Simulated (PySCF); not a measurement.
## Trend along the alkaline earths: MBe molecules

PBE0 with double-zeta basis sets in PySCF, for the lowest determinant that a PBE0 search found; no spin–orbit coupling. De refers to high-spin ground-configuration atoms. A positive dipole means M(−)Be(+).

```
 M      basis  state (unpaired electrons)  Re (Å)  ωe (cm⁻¹)  De (eV)  μ (D)
Be   def2-SVP      singlet (closed shell)   2.519        310     0.30    n/a
Mg  def2-SVPD      singlet (closed shell)   3.056        171     0.19  -0.62
Ca   def2-SVP      singlet (closed shell)   3.357        169     0.25  -0.89
Sr   def2-SVP      singlet (closed shell)   3.534        153     0.23  -1.04
```

(1) By what factor does the bond length vary along the series?

The rows differ in basis set, which adds steps of its own.

Relativity is treated differently too: Be no relativity; Mg no relativity; Ca no relativity; Sr scalar-relativistic core potentials.

Down a group bonds as a rule get longer and wavenumbers fall, partly through the reduced mass; this series shows no clear exception.

Closed-shell solutions of metal pairs were not tested for spin polarisation, which can lower them a little. Weak bonds: Be2, CaBe, MgBe, SrBe. Basis-set superposition, not corrected here, can be much of De in a small basis, most of all at correlated wavefunction levels. Functionals without a dispersion term scatter widely for such bonds, and LDA overbinds them.

Answers

(1) At PBE0 it runs from 2.519 Å (Be2) to 3.534 Å (SrBe), a factor of 1.40.
